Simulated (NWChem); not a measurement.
System: C3H8N, doublet; SMILES [NH]C(C)C

NWChem input:

```
start job
memory heap 200 mb stack 900 mb global 1100 mb
geometry units angstroms
  C     -1.069824     0.858132     0.503753
  C     -0.051609     0.047110    -0.309195
  C      1.396783     0.377589     0.088677
  N     -0.232168    -1.335918    -0.332095
  H     -0.882789     1.924044     0.398748
  H     -0.990628     0.593148     1.556541
  H     -2.084489     0.648299     0.168846
  H     -0.148071     0.368577    -1.370356
  H      1.614811     1.425635    -0.097611
  H      1.536934     0.165883     1.145561
  H      2.080291    -0.243809    -0.481436
  H     -1.180852    -1.603705    -0.080439
end
basis spherical
  * library def2-svp
end
dft
  odft
  mult 2
  xc xpbe96 cpbe96
  disp vdw 4
  iterations 150
end
driver
  maxiter 120
end
task dft optimize
```

Parts of the log:

```
             Northwest Computational Chemistry Package (NWChem) 7.3.0
             --------------------------------------------------------

 C1  symmetry detected

                             Geometry "geometry" -> ""
                             -------------------------

 Output coordinates in angstroms (scale by  1.889725989 to convert to a.u.)

  No.       Tag          Charge          X              Y              Z
 ---- ---------------- ---------- -------------- -------------- --------------
    1 C                    6.0000     0.59217418     1.29388130     0.08739237
    2 C                    6.0000    -0.11069917    -0.01050550    -0.31254147
    3 C                    6.0000     0.70172425    -1.25077610     0.09618203
    4 N                    7.0000    -1.43559229    -0.15601281     0.09901441
    5 H                    1.0000     1.59076577     1.33825863    -0.34041837
    6 H                    1.0000     0.67555646     1.34613525     1.17144404
    7 H                    1.0000     0.02665558     2.15762759    -0.25882823
    8 H                    1.0000    -0.14937020    -0.03489413    -1.42457490
    9 H                    1.0000     1.66880007    -1.25466378    -0.39918559
   10 H                    1.0000     0.85176101    -1.24403463     1.17270841
   11 H                    1.0000     0.15219386    -2.14823924    -0.17013314
   12 H                    1.0000    -1.86641205     0.73630181     0.32968929

 Effective nuclear repulsion energy (a.u.)     127.4810620554

                                Z-matrix (autoz)
                                --------

 Units are Angstrom for bonds and degrees for angles

      Type          Name      I     J     K     L     M      Value
      ----------- --------  ----- ----- ----- ----- ----- ----------
    1 Stretch                  1     2                       1.53473
    2 Stretch                  1     5                       1.08728
    3 Stretch                  1     6                       1.08851
    4 Stretch                  1     7                       1.08892
    5 Stretch                  2     3                       1.53797
    6 Stretch                  2     4                       1.39495
    7 Stretch                  2     8                       1.11297
    8 Stretch                  3     9                       1.08657
    9 Stretch                  3    10                       1.08695
   10 Stretch                  3    11                       1.08552
   11 Stretch                  4    12                       1.01737
   12 Bend                     1     2     3               111.97611
   13 Bend                     1     2     4               116.53528
   14 Bend                     1     2     8               107.15188
   15 Bend                     2     1     5               110.65725
   16 Bend                     2     1     6               109.59710
   17 Bend                     2     1     7               110.69930
   18 Bend                     2     3     9               110.60218
   19 Bend                     2     3    10               109.33676
   20 Bend                     2     3    11               109.51848
   21 Bend                     2     4    12               112.18527
   22 Bend                     3     2     4               109.82741
   23 Bend                     3     2     8               105.43906
   24 Bend                     4     2     8               105.04020
   25 Bend                     5     1     6               108.63539
   26 Bend                     5     1     7               108.63272
   27 Bend                     6     1     7               108.56330
   28 Bend                     9     3    10               109.18956
   29 Bend                     9     3    11               109.61866
   30 Bend                    10     3    11               108.54127
   31 Torsion                  1     2     3     9         -61.25500
   32 Torsion                  1     2     3    10          59.01404
   33 Torsion                  1     2     3    11         177.82608
   34 Torsion                  1     2     4    12          19.83434
   35 Torsion                  3     2     1     5          56.43945
   36 Torsion                  3     2     1     6         -63.34420
   37 Torsion                  3     2     1     7         176.93511
   38 Torsion                  3     2     4    12         148.49364
   39 Torsion                  4     2     1     5        -175.94649
   40 Torsion                  4     2     1     6          64.26985
   41 Torsion                  4     2     1     7         -55.45083
   42 Torsion                  4     2     3     9         167.62688
   43 Torsion                  4     2     3    10         -72.10408
   44 Torsion                  4     2     3    11          46.70796
   45 Torsion                  5     1     2     8         -58.70987
   46 Torsion                  6     1     2     8        -178.49353
   47 Torsion                  7     1     2     8          61.78578
   48 Torsion                  8     2     3     9          54.93617
   49 Torsion                  8     2     3    10         175.20521
   50 Torsion                  8     2     3    11         -65.98274
   51 Torsion                  8     2     4    12         -98.55741

  pbe96 is a nonlocal functional; adding pw91lda local functional.

[...]

      ----------------------
      Optimization converged
      ----------------------

  Step       Energy      Delta E   Gmax     Grms     Xrms     Xmax
  ---- ---------------- -------- -------- -------- -------- --------
@   13    -173.45951585 -1.6D-07  0.00003  0.00001  0.00031  0.00099
                                     ok       ok       ok       ok

                                Z-matrix (autoz)
                                --------

 Units are Angstrom for bonds and degrees for angles

[...]
```

Level: PBE-D3(BJ)/def2-SVP, spin-unrestricted. No frequency run checked for a minimum.
